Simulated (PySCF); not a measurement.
## Pr²⁺ (praseodymium, charge +2) across methods

[Xe] 4f3, one real determinant. Calculation: PySCF 2.14, in ANO-RCC-VTZP (8s7p5d3f2g1h, 104 functions); scalar relativity by spin-free X2C-1e.

```tsv
method	E (hartree)	mean ε 5p α (eV)	mean ε 5p β (eV)	mean ε 4f α (eV)	Σ⟨r²⟩ (bohr²)	⟨S²⟩
PBE0	-9235.29	-36.171	-35.037	-17.101	42.58	3.751
LDA	-9228.07	-34.680	-33.649	-14.940	42.77	3.751
PBE	-9235.28	-34.487	-33.434	-14.942	42.79	3.751
r2SCAN	-9235.65	-34.984	-33.870	-15.312	42.60	3.752
```

Question: Estimate the same row for UHF.

Answer: E (hartree) = -9232.13141; mean ε 5p α (eV) = -40.129; mean ε 5p β (eV) = -38.573; mean ε 4f α (eV) = -23.109; Σ⟨r²⟩ (bohr²) = 42.47; ⟨S²⟩ = 3.753.

⟨L²⟩ = 34.01 against 42 for a pure I term, so this real determinant mixes terms. Spin-orbit coupling, absent here, splits the open shell strongly.
